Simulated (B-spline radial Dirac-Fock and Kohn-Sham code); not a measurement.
**Relativistic shifts of the levels of Pr²⁴⁺**

System: the Pr²⁴⁺ ion, [Ar] 3d10 4s2 4p5.

Both columns are ΔSCF binding energies of the configuration average from a radial atomic solver: non-relativistic Hartree-Fock with a point nucleus, and Dirac-Fock with a finite nucleus and the Coulomb interaction alone, averaged over the two j levels with weights 2j+1.

```
shell  Hartree-Fock (eV)  Dirac-Fock (eV)  shift (eV)  shift (%)
   1s            40819.1          42921.9    +2102.78      +5.15
   2s             7085.7           7620.4     +534.72      +7.55
   3s             2112.0           2237.4     +125.43      +5.94
   3d             1678.4           1668.1      -10.37      -0.62
   4s              902.5            939.2      +36.67      +4.06
   4p              837.4            850.6      +13.23      +1.58
```

Relativity binds 1s, 2s, 3s, 4s, 4p more strongly, among those listed most of all 2s in relative terms, and 3d more weakly, because the contracted s and p shells screen the nucleus better.

Values without a named source are computed, but for edge energies of neutral atoms, which are taken from tables.
